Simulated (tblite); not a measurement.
Run record: tight-binding relaxation, `CC[C@H]([SiH3])[Al-]1([Cl])[Cl+][AlH2-][Cl+]1`.

Computed with GFN2-xTB geometry optimisation, gas phase (tblite 0.8.0). Start geometry: from a force field or distance geometry. The command runs a driver script over a list of jobs; the input below is this job's line of settings and its coordinates in Å.

Command:
```bash
OMP_NUM_THREADS=1 python probes_run.py task.json out
```

Input:
```
{"job": {"kind": "relax", "xc": "GFN2-xTB", "basis": "xTB"}, "charge": 0, "multiplicity": 1}
C     -1.115100     1.982100    -0.591100
C     -1.664000     0.605200    -0.340200
C     -0.620800    -0.496000    -0.413800
Si    -1.589800    -2.069200    -0.058900
Al     0.775600    -0.404600     0.979000
Cl     0.190300    -1.272400     2.926100
Cl     2.576500    -1.467900     0.229700
Al     3.774000     0.409100     0.209700
Cl     1.991800     1.408900     1.064500
H     -0.359900     1.892500    -1.367000
H     -1.982600     2.550900    -1.061300
H     -0.740500     2.484900     0.313400
H     -2.424800     0.396400    -1.103500
H     -2.218600     0.555800     0.643600
H     -0.199200    -0.525700    -1.413300
H     -2.336100    -1.843700     1.193000
H     -0.663500    -3.208500     0.105900
H     -2.492400    -2.275300    -1.198200
H      5.025800     0.407400     1.174600
H      4.068300     0.880700    -1.295100
```

Output:
```
step      E/eV     max force
  0    -810.50934    2.127
  1    -810.71648    1.636
  2    -810.87183    1.052
  3    -810.90507    0.546
  4    -810.93406    0.407
  5    -810.95496    0.619
  6    -810.98005    0.568
  7    -810.99856    0.306
  8    -811.01377    0.317
  9    -811.02607    0.408
... (143 lines left out)
153    -811.21872    0.024
154    -811.21879    0.019
155    -811.21885    0.015
156    -811.21890    0.014
157    -811.21893    0.013
158    -811.21898    0.016
159    -811.21902    0.013
160    -811.21905    0.011
161    -811.21906    0.011
162    -811.21908    0.009
```

«max force» is the largest atomic force in eV/Å.

From which step on does the largest force stay under 0.1 eV/Å, and how much energy is left to gain from there?

From step 94 (0.094 eV/Å), 13.5 meV above the end.

In short: energy lowered by 16.4 kcal/mol over 162 steps; largest atomic force 0.009 eV/Å at the end.

Give the final coordinates.

0.657 Å rms from the input after alignment:
```
atom  x, y, z in Å
C1    -1.2894    2.0446   -0.2947
C2    -1.7735    0.6055   -0.3926
C3    -0.6017   -0.3893   -0.4123
Si4   -1.2736   -2.1743   -0.3458
Al5    0.6404    0.0052    1.0945
Cl6    0.1710    0.2963    3.0469
Cl7    2.3094   -1.5274    0.9845
Al8    3.6713   -0.0707    0.1366
Cl9    2.2162    1.5055    0.4314
H10   -0.6536    2.2949   -1.1421
H11   -2.1233    2.7427   -0.2663
H12   -0.7050    2.1683    0.6254
H13   -2.3884    0.4879   -1.2894
H14   -2.4121    0.3918    0.4686
H15   -0.0804   -0.2824   -1.3764
H16   -1.9619   -2.3847    0.9321
H17   -0.1804   -3.1408   -0.4896
H18   -2.2334   -2.3751   -1.4373
H19    4.8535    0.1524    1.1020
H20    3.8099   -0.3397   -1.3784
```

Hardware: one thread of an Arm Neoverse N1 (shared host). Cost: 4.5 s wall.
Labels such as C1 count atoms from 1, the log's own numbers from 0.
